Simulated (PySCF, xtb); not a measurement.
CH6BN, SMILES CBN. One conformer was computed; it need not be the lowest.

Harmonic wavenumbers (cm⁻¹) from xtb with GFN2-xTB at its own minimum, in rising order: 98, 352, 491, 621, 779, 803, 826, 887, 1018, 1098, 1378, 1398, 1502, 1511, 1551, 2606, 3011, 3021, 3027, 3476, 3514.

**Question.** What does PBE-D3(BJ)/def2-TZVP (PySCF) give at its own minimum? (The exact figures need the calculation; the answer reports its results.)

**Answer.** 144, 348, 512, 568, 766, 816, 822, 939, 1017, 1128, 1274, 1353, 1409, 1432, 1591, 2522, 2953, 3013, 3027, 3492, 3588. Paired by order, the mean absolute difference is 40 cm⁻¹ and the zero-point energies are 47.1 and 46.8 kcal/mol.
